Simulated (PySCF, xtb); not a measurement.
FOS, SMILES O=[S]F, multiplicity 2. Atoms are numbered in the order given.

```xyz
3

O      0.5151    -1.2066     0.0000
S     -0.4566    -0.1200     0.0000
F      0.3538     1.2859     0.0000
```
Charge 0, spin multiplicity 2.

Coordinates come from a B3LYP-D3(BJ)/def2-TZVP optimisation. The isomer is the one that the SMILES or the coordinates give; other isomers of the formula were not compared.

Computed with PySCF with IEF-PCM-M06-2X/def2-SVP.

The values are the electrostatic part of the solvation free energy, E(continuum) − E(gas) at the gas-phase geometry, in a cavity of scaled van der Waals radii (PySCF's table); cavitation and dispersion terms are not included. The dipole moment in vacuum is 1.97 D.

Problem. Estimate the values in water (ε = 78.36), acetone (ε = 20.49), n-hexane (ε = 1.88). (Estimate from the structure and the level; the computed values follow.)

Solution. 
| solvent | ε | ΔG(elec) (kcal/mol) | dipole (D) |
|---|---|---|---|
| water | 78.36 | -3.3 | 2.38 |
| acetone | 20.49 | -3.1 | 2.35 |
| n-hexane | 1.88 | -1.2 | 2.12 |

For comparison, GFN2-xTB/ALPB(water) (xtb, at the GFN2-xTB geometry, all terms of that model) gives -3.5 kcal/mol.
